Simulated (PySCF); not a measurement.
# [TiO(H2O)5]+ by CASSCF and spin-orbit coupling

The complex [TiO(H2O)5]+ (charge +1) contains Ti(III), shell d1. The structure is a PBE0-D3(BJ)/def2-SVP geometry optimised for multiplicity 2; coordination octahedral, point group Cs, metal–donor distances 1.62–2.34 Å.

The d shell alone is too small an active space for [TiO(H2O)5]+ (an active orbital has only 0.63 squared overlap with the free ion's shell): its levels, fitted parameters, g values and moments show what this model gives and aren't sound predictions.

```
17

Ti    0.000    0.000    0.000
O     0.000    0.010    1.625
O     0.000    0.029   -2.339
H     0.775    0.029   -2.912
H    -0.775    0.029   -2.912
O     2.175    0.006   -0.414
H     2.603    0.772   -0.010
H     2.615   -0.758   -0.019
O    -2.175    0.006   -0.414
H    -2.603    0.772   -0.010
H    -2.615   -0.758   -0.019
O     0.000    2.217   -0.044
H     0.000    2.523    0.872
H     0.000    2.983   -0.626
O     0.000   -2.216   -0.031
H     0.000   -2.511    0.890
H     0.000   -2.990   -0.602
```

Method (PySCF 2.14, density fitting): CASSCF(1,5) with orbitals averaged over all microstates of the shell, strongly contracted NEVPT2 on the averaged canonical orbitals; basis x2c-TZVPall on the metal, x2c-SVPall elsewhere; spin-free X2C; gas phase; spin-orbit coupling by state interaction with the mean-field operator over all roots.

## Spin-free states

```json
{"2S+1": "2", "deg.": "1", "symmetry": "2A''", "cubic parent": "2T2g 1.00", "free-ion term": "2D 1.00", "CASSCF / cm⁻¹": "0", "NEVPT2 / cm⁻¹": "0", "f(ED)": "–"}
{"2S+1": "2", "deg.": "1", "symmetry": "2A'", "cubic parent": "2Eg 1.00", "free-ion term": "2D 1.00", "CASSCF / cm⁻¹": "10353", "NEVPT2 / cm⁻¹": "11745", "f(ED)": "3.1e-08"}
{"2S+1": "2", "deg.": "1", "symmetry": "2A'", "cubic parent": "2T2g 1.00", "free-ion term": "2D 1.00", "CASSCF / cm⁻¹": "12494", "NEVPT2 / cm⁻¹": "14711", "f(ED)": "2.2e-04"}
{"2S+1": "2", "deg.": "1", "symmetry": "2A''", "cubic parent": "2T2g 1.00", "free-ion term": "2D 1.00", "CASSCF / cm⁻¹": "14140", "NEVPT2 / cm⁻¹": "16591", "f(ED)": "1.3e-04"}
{"2S+1": "2", "deg.": "1", "symmetry": "2A'", "cubic parent": "2Eg 1.00", "free-ion term": "2D 1.00", "CASSCF / cm⁻¹": "29112", "NEVPT2 / cm⁻¹": "30692", "f(ED)": "4.3e-08"}
```

Energies are counted from the ground state at NEVPT2 level. Weights follow the labels. f(ED) is the electric-dipole oscillator strength from the ground state at the fixed geometry, without vibronic coupling; occupations, where given, run over the ligand-field orbitals from the lowest.

## Ligand-field fit

| cm⁻¹ | CASSCF | NEVPT2 |
| --- | --- | --- |
| 10Dq | 14010 | 14823 |

```json
{"orbital": "1", "CASSCF / cm⁻¹": "0", "NEVPT2 / cm⁻¹": "0", "metal share": "0.98", "main function": "xy 1.00"}
{"orbital": "2", "CASSCF / cm⁻¹": "10353", "NEVPT2 / cm⁻¹": "11745", "metal share": "0.94", "main function": "x2-y2 1.00"}
{"orbital": "3", "CASSCF / cm⁻¹": "12494", "NEVPT2 / cm⁻¹": "14711", "metal share": "0.86", "main function": "yz 1.00"}
{"orbital": "4", "CASSCF / cm⁻¹": "14140", "NEVPT2 / cm⁻¹": "16591", "metal share": "0.86", "main function": "xz 1.00"}
{"orbital": "5", "CASSCF / cm⁻¹": "29112", "NEVPT2 / cm⁻¹": "30692", "metal share": "0.70", "main function": "z2 1.00"}
```

ζ = 128 cm⁻¹, against 152 for the free ion.

## Spin-orbit levels

| E / cm⁻¹ | deg. | make-up | g (S′ = 1/2) |
| --- | --- | --- | --- |
| 0.0 | 2 | 1.00 2A'' | 1.92 1.99 1.99 |
| 11745.8 | 2 | 1.00 2A' | 1.93 1.96 2.08 |
| 14710.4 | 2 | 1.00 2A' | 1.84 2.01 2.03 |
| 16595.8 | 2 | 1.00 2A'' | 2.00 2.01 2.16 |
| 30695.5 | 2 | 1.00 2A' | 2.00 2.03 2.04 |

## Magnetism

The ground doublet has g = 1.923, 1.987, 1.989. μeff is 1.75 μB at 300 K and 1.71 μB at 10 K; the spin-only value is 1.73 μB.

```tsv
T / K	χT / cm³ K mol⁻¹	μeff / μB
2	0.363	1.70
5	0.363	1.70
10	0.363	1.71
20	0.364	1.71
30	0.365	1.71
50	0.366	1.71
75	0.368	1.72
100	0.369	1.72
150	0.373	1.73
200	0.376	1.73
250	0.379	1.74
300	0.383	1.75
```

Powder magnetisation at 2 K: 0.16 μB at 0.5 T, 0.31 μB at 1 T, 0.57 μB at 2 T, 0.74 μB at 3 T, 0.91 μB at 5 T, 0.96 μB at 7 T.

NEVPT2 lifts 2A' (from 2T2g) from 12494 to 14711 cm⁻¹; on the d shell alone it tends to overshoot states that fill the eg-type orbitals. NEVPT2 on the d shell alone tends to put d–d bands too high for such charged or covalently bound ions.

The job took 39 s on one thread of Intel Xeon Processor @ 2.50GHz (shared host), with 182 basis functions and a peak of 0.64 GiB, launched as `OMP_NUM_THREADS=1 python lf_run.py task.json out`.
